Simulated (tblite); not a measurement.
Species: C6H14O2Si.
Structure used (GFN2-xTB), in Å, numbered top down from 1:
```xyz
23
C6H14O2Si angstrom
C     -0.7290    1.0786    0.8363
C     -1.1377   -0.1208   -0.0216
C     -2.4198    0.2128   -0.7884
C     -1.3741   -1.3404    0.8689
C     -0.0236   -0.4312   -1.0512
C      1.3215   -0.5387   -0.3857
O      1.7083   -1.4853    0.2495
O      2.0706    0.5462   -0.5437
Si     3.5475    0.7018    0.2026
H     -1.5576    1.3881    1.4696
H      0.1123    0.8238    1.4773
H     -0.4399    1.9203    0.2104
H     -2.6973   -0.6057   -1.4486
H     -2.2888    1.1105   -1.3886
H     -3.2384    0.3829   -0.0928
H     -0.4468   -1.6574    1.3388
H     -2.0951   -1.1043    1.6484
H     -1.7602   -2.1724    0.2842
H      0.0197    0.3653   -1.7948
H     -0.2487   -1.3794   -1.5420
H      3.8564    2.0499   -0.2522
H      4.4546   -0.3225   -0.2985
H      3.3615    0.6048    1.6460
```

Method: GFN2-xTB as coded in tblite; computed harmonic values from a numerical Hessian at the method's own geometry, unscaled. This tight-binding method is rough: wavenumbers can miss measured ones by several per cent, in bad cases by 10 to 20. Modes of hydrogen on silicon can be 10 to 20 % off. One conformer, not necessarily the lowest.

Harmonic wavenumbers (cm⁻¹): 37.8, 54.6, 80.9, 114.1, 131.7, 179.7, 199.4, 237.6, 246.9, 271.7, 300.0, 365.8, 401.2, 423.1, 438.0, 573.2, 602.5, 630.4, 720.3, 748.2, 774.9, 780.6, 797.8, 807.0, 933.7, 941.1, 963.9, 967.9, 971.7, 990.3, 1041.7, 1049.9, 1110.9, 1205.6, 1230.7, 1255.0, 1285.8, 1304.5, 1408.4, 1411.9, 1430.5, 1448.0, 1489.6, 1494.2, 1494.9, 1504.9, 1508.8, 1512.7, 1753.2, 2301.2, 2318.9, 2334.5, 2988.1, 2996.4, 3026.6, 3028.4, 3030.9, 3032.8, 3035.3, 3037.1, 3039.7, 3042.2, 3054.9.

A = 2821, B = 738.5, C = 693.7 MHz; mass 146.076 u (most abundant isotopes); point group C1, symmetry number 1.

Problem. What is the zero-point energy?

Solution. ½Σν̃ = 40947 cm⁻¹ = 117.07 kcal/mol.

Problem. What is S at 298.15 K and 1 bar for an ideal gas of classical rigid rotors and harmonic oscillators?

Solution. Translation 40.87, rotation 29.79, vibration 38.74: S = 109.4 cal/(mol K).

Problem. And Cp and H(298.15 K) − H(0)?

Solution. Cp = 46.69 cal/(mol K), of which vibrations give 38.74 (their classical limit is 63 R = 125.2); H(298.15 K) − H(0) = 8.37 kcal/mol without the zero-point energy, 6.00 from vibrations.

Problem. Which modes carry the vibrational entropy at 298.15 K?

Solution. 37.8 cm⁻¹: 5.37; 54.6 cm⁻¹: 4.64; 80.9 cm⁻¹: 3.87; 114.1 cm⁻¹: 3.20; 131.7 cm⁻¹: 2.92; 179.7 cm⁻¹: 2.33 cal/(mol K); the other 57 give 16.41 together.

Problem. Blend soft modes into free rotors: weight 1/[1 + (100 cm⁻¹/ν̃)⁴] for the oscillator and the rest for a rotor with moment μB/(μ + B), μ = h/(8π²ν), B = 10⁻⁴⁴ kg m². What vibrational entropy results?

Solution. 35.33 cal/(mol K) in place of 38.74, which changes −T·S at 298.15 K by +1.02 kcal/mol.

Hindered rotation and anharmonicity are outside this model. Other conformers, if any are populated, would add a mixing term that is left out. The structure is chiral; the term R ln 2 for an equal mix with its mirror image is left out.

Hardware: one thread of an Arm Neoverse N1, shared host with 64 logical CPUs at a one-minute load of 34. Cost: 1.7 s of wall time. The figure is for the frequency step alone.
